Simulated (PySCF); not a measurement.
HfSBr2: from structure and modes to constants

All numbers come from PBE0/[Hf def2-TZVP with ECP60, S def2-TZVP, Br def2-TZVP], scalar-relativistic core potentials, density fitting, no spin–orbit coupling, PySCF.

The singlet minimum has Cs symmetry. Masses (u): Hf 179.94655, S 31.97207, Br 78.91834.

```xyz
4
charge 0 multiplicity 1, angstrom
Hf    0.0000   -0.2612    0.3164
S     0.0000    0.3551    2.4255
Br    2.1538    0.2128   -0.8514
Br   -2.1538    0.2128   -0.8514
```

Harmonic wavenumbers (cm⁻¹): 40.0 (a', ×1), 72.9 (a', ×1), 107.2 (a'', ×1), 240.3 (a', ×1), 273.5 (a'', ×1), 520.8 (a', ×1).

(1) What is the harmonic zero-point energy?

(2) Give the standard entropy (298.15 K, 1 bar) by its translational, rotational, vibrational and spin parts, and Cp.

Results:

(1) Half the sum of all 6 wavenumbers, 1255/2 = 627 cm⁻¹, which is 7.5 kJ/mol (1 cm⁻¹ = 0.0119627 kJ/mol).

(2) Sackur–Tetrode with M = 369.76 u gives 182.6; rotation with symmetry number 1 gives 129.3; vibration 69.6; spin R ln 1 = 0.0. The total is 381.5 J/(mol K), and Cp = 4 R + 44.3 = 77.6 J/(mol K).

Stability towards spin polarisation was not tested. Other isomers or separated fragments may lie lower. Spin–orbit coupling, left out here, can matter for elements this heavy.
